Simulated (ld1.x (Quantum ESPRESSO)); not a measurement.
## u(r) = r·R(r): atom against pseudo-atom (O (Z = 8))

Columns: radius, all-electron u(r) and pseudo u(r) of the 2p shell (level -9.04 eV) of oxygen in the configuration [He] 2s2 2p4; PBE, non-relativistic, ultrasoft scheme, ld1.x (Quantum ESPRESSO) 7.5.

```csv
r (bohr),all-electron,pseudo
0.100,0.1031,0.0111
0.200,0.2902,0.0436
0.300,0.4712,0.0950
0.400,0.6171,0.1617
0.500,0.7236,0.2388
0.600,0.7935,0.3209
0.700,0.8321,0.4026
0.800,0.8458,0.4786
0.900,0.8409,0.5444
1.000,0.8226,0.5967
1.100,0.7951,0.6334
1.200,0.7615,0.6537
1.300,0.7244,0.6582
1.400,0.6853,0.6489
1.500,0.6457,0.6283
1.600,0.6062,0.5996
1.700,0.5677,0.5659
1.800,0.5304,0.5302
1.900,0.4947,0.4947
2.000,0.4608,0.4608
2.100,0.4286,0.4286
2.200,0.3984,0.3984
2.300,0.3700,0.3700
2.400,0.3434,0.3434
2.500,0.3185,0.3185
2.600,0.2953,0.2953
```

Task: How many radial nodes do the two functions have?

Result: The all-electron 2p function has n − l − 1 = 0; the pseudo-wave has 0.

Task: At about which radius was the pseudo-wave matched?

Result: 2.00 bohr. The columns agree to 0.0005 from 1.80 bohr on; several derivatives are matched, so the curves merge somewhat inside the radius.

Task: Is the pseudo-wave norm-conserving?

Result: No, it belongs to an ultrasoft set: the norm inside the radius is not constrained, and the difference is carried by the augmentation charge.
